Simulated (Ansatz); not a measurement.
Born–Oppenheimer molecular dynamics of Cl4H2W (7 atoms, charge 0, multiplicity 1). It goes on from the last frame of an earlier run, with new velocities.

Level of theory: RKS r2SCANh/def2-SVP in Ansatz.

```
ensemble                      : NVE (velocity Verlet)
time step                     : 1 fs
steps asked                   : 100
starting velocities drawn for : 300 K
seed                          : 230654
```

First frame:

```xyz
7
Properties=species:S:1:pos:R:3
W 0.291 0.010 -0.290
H -0.049 -0.243 1.316
Cl 2.443 0.098 0.561
Cl 0.045 2.232 0.107
H -1.359 0.019 0.160
Cl -0.108 -2.242 -0.048
Cl -0.561 -0.134 -2.452
```

How far do the bonds stretch over the last three quarters of this one trajectory? (Pairs bonded in most of those frames.)


```
  bond  mean (Å)  spread (Å)  shortest  longest
 W1–H2     1.680       0.055      1.60     1.76
W1–Cl3     2.314       0.021      2.28     2.34
W1–Cl4     2.294       0.028      2.25     2.33
 W1–H5     1.671       0.024      1.63     1.71
W1–Cl6     2.267       0.011      2.25     2.28
W1–Cl7     2.311       0.017      2.29     2.35
```

Mean temperature of the second half: 269 K. The conserved energy stayed within 0.28 meV per atom of its start (net change -0.0019 meV per atom), so the integration is sound. A run of 0.1 ps of so small a system gives no equilibrium averages.

Run time: 6.7 min on 4 threads of Arm Neoverse V2 (shared host), peak memory 0.34 GiB.
